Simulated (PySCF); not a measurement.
Computed shifts of a molecule C2H12OSi3, HF/pcSseg-1 (PySCF), GIAO, gas phase, atoms alike by connectivity averaged where their shifts nearly agree, in ppm (number of nuclei): ¹³C: 51.2 (1), -7.4 (1). ²⁹Si: -0.5 (1), -64.3 (1), -94.2 (1). ¹H: 4.79 (1), 3.88 (3), 3.69 (3), 3.50 (3), 0.49 (1), 0.01 (1). References: ¹³C against TMS (σ = 192.6 ppm); ¹⁷O against H2O (σ = 333.0 ppm); ²⁹Si against TMS (σ = 393.8 ppm); ¹H against TMS (σ = 31.99 ppm), references at their B3LYP-D3(BJ)/def2-TZVP geometries, non-relativistic. Geometry optimised at B3LYP-D3(BJ)/def2-SVP. Other conformers were not sampled.

Problem. Which structure fits?
A) [SiH3]OCC([SiH3])[SiH3]
B) CO[Si@@H]([SiH3])C[SiH3]
C) C[C@@H]([SiH3])[SiH2]O[SiH3]
D) O[SiH2]C[SiH2]C[SiH3]

Solution. B, CO[Si@@H]([SiH3])C[SiH3]
